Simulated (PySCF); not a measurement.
Unrelated species, one level of theory. Computed with TDDFT PBE0/def2-SVPD, vertical, gas phase, core orbitals frozen in the response in PySCF 2.14.0, density-fitted response routines. Geometries: PBE0-D3(BJ)/def2-SVP; one conformer of each isolated species. Triplets are in the Tamm–Dancoff approximation.

Question: Rank by computed LUMO energy, lowest first.
A. `[AlH2][CH2][SiH3]` (CH7AlSi)
B. `N#CC[C@@H]1CCC(=S)C1` (C7H9NS)
C. `N#C[C@@H]1CC[C@H]1CC=S` (C7H9NS)
D. `CCOC` (C3H8O)

Answer: C (-2.56 eV), B (-2.32 eV), A (-1.50 eV), D (0.82 eV).

| SMILES | LUMO (eV) | first f ≥ 0.01 (nm) | T1 (eV) | α (au) | HOMO (eV) | f (S1) | S1 mainly |
| --- | --- | --- | --- | --- | --- | --- | --- |
| N#C[C@@H]1CC[C@H]1CC=S | -2.56 | 220 | 1.90 | 106.2 | -6.80 | 0.000 | H→L (100%) |
| N#CC[C@@H]1CCC(=S)C1 | -2.32 | 223 | – | 105.9 | -6.57 | 0.000 | H→L (100%) |
| [AlH2][CH2][SiH3] | -1.50 | 238 | 4.83 | 70.8 | -8.09 | 0.011 | H→L (98%) |
| CCOC | 0.82 | 178 | 6.78 | 45.7 | -7.43 | 0.032 | H→L (98%) |

H and L stand for HOMO and LUMO; a dash means that no computed state gives the value.

- `N#C[C@@H]1CC[C@H]1CC=S`: S1 has the pattern of n→π* at C=S.
- `N#CC[C@@H]1CCC(=S)C1`: S1 has the pattern of n→π* at C=S.
- `[AlH2][CH2][SiH3]`: Löwdin shares by element: HOMO carbon 38%, aluminium 21%, silicon 11%, hydrogen 9% or more (atoms not listed hold the other 21%); LUMO aluminium 57%, hydrogen 19% or more, carbon 11%.
- `CCOC`: Löwdin shares by element: HOMO oxygen 57%, carbon 21% or more, hydrogen 5% or more (atoms not listed hold the other 17%); LUMO carbon 51%, hydrogen 9% or more (atoms not listed hold the other 41%).
